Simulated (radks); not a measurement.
Values are calculated unless marked as measured or tabulated.
Task: La42+, 15 electrons, occupied as [Ne] 3s2 3p3. Level of theory: scalar-relativistic Kohn-Sham, r2SCAN, spin-polarised, spherical densities, finite nucleus; open shells are filled with parallel spins first (spin-orbit coupling, left out, can overturn this in heavy ions); meta-GGA in the generalised Kohn-Sham scheme; Fermi nuclear charge, rms radius 4.855 fm (a radial shooting solver on a logarithmic mesh with Libxc functionals). Some entries of the table are withheld. Estimate them.

orbital,occ.,eigenvalue (hartree),r(max) (bohr)
1s up,1,-1523.274,0.01608
1s down,1,-1522.830,0.01607
2s up,1,-320.1400,(1)
2s down,1,-319.9613,(2)
2p up,3,(3),0.07254
2p down,3,(4),0.07263
3s up,1,-125.8863,(5)
3s down,1,-124.5792,(6)
3p up,3,-118.7100,0.2355
3p down,0,-117.3984,0.2357

Result: 
(1) 2s up r(max) (bohr): 0.09030
(2) 2s down r(max) (bohr): 0.09035
(3) 2p up eigenvalue (hartree): -297.4295
(4) 2p down eigenvalue (hartree): -297.0478
(5) 3s up r(max) (bohr): 0.2440
(6) 3s down r(max) (bohr): 0.2443
